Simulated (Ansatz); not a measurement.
Consider the substitution at a C–O bond: `FBOCS` + `O[SiH3]` → `[SiH3]OCS` + `OBF`.

Isolated molecules relaxed with PBE0-D4/def2-TZVP in Ansatz; ΔE leaves out vibrations. CCSD(T)/CBS adds triple-zeta CCSD(T) − MP2 to the extrapolated MP2 energy (def2 sets, frozen cores). This one scheme is used for every species. Functionals use def2-TZVPP. HSE06 is defined as in plane-wave codes. Each species was taken in one conformer, which may not be the lowest.

```json
{"level": "PBE0-D4", "ΔE (kJ/mol)": "0.2", "difference from CCSD(T)/CBS": "-0.9"}
{"level": "r2SCANh-D4", "ΔE (kJ/mol)": "1.4", "difference from CCSD(T)/CBS": "0.3"}
{"level": "HSE06-D4", "ΔE (kJ/mol)": "0.1", "difference from CCSD(T)/CBS": "-1.0"}
{"level": "BHLYP-D4", "ΔE (kJ/mol)": "0.0", "difference from CCSD(T)/CBS": "-1.1"}
{"level": "ωB97X-V", "ΔE (kJ/mol)": "1.1", "difference from CCSD(T)/CBS": "0.0"}
{"level": "PBE-QIDH", "ΔE (kJ/mol)": "1.2", "difference from CCSD(T)/CBS": "0.1"}
{"level": "PBE", "ΔE (kJ/mol)": "0.7", "difference from CCSD(T)/CBS": "-0.4"}
{"level": "r2SCAN", "ΔE (kJ/mol)": "1.8", "difference from CCSD(T)/CBS": "0.7"}
{"level": "CCSD(T)/def2-SVP", "ΔE (kJ/mol)": "-4.6", "difference from CCSD(T)/CBS": "-5.7"}
{"level": "HF/def2-TZVPP", "ΔE (kJ/mol)": "1.4", "difference from CCSD(T)/CBS": "0.3"}
{"level": "CCSD(T)/CBS", "ΔE (kJ/mol)": "1.1", "difference from CCSD(T)/CBS": "0"}
```

Largest T1 diagnostic among the species: 0.013.

Leaving LDA and LC-ωPBE aside and taking each functional with its dispersion term where it has one, the values, not all of them listed here, spread over 2.8 kJ/mol, from revPBE-D4 to B97M-V. At CCSD(T), def2-SVP lies −5.7 kJ/mol from the extrapolated value and def2-TZVPP +0.4 kJ/mol.
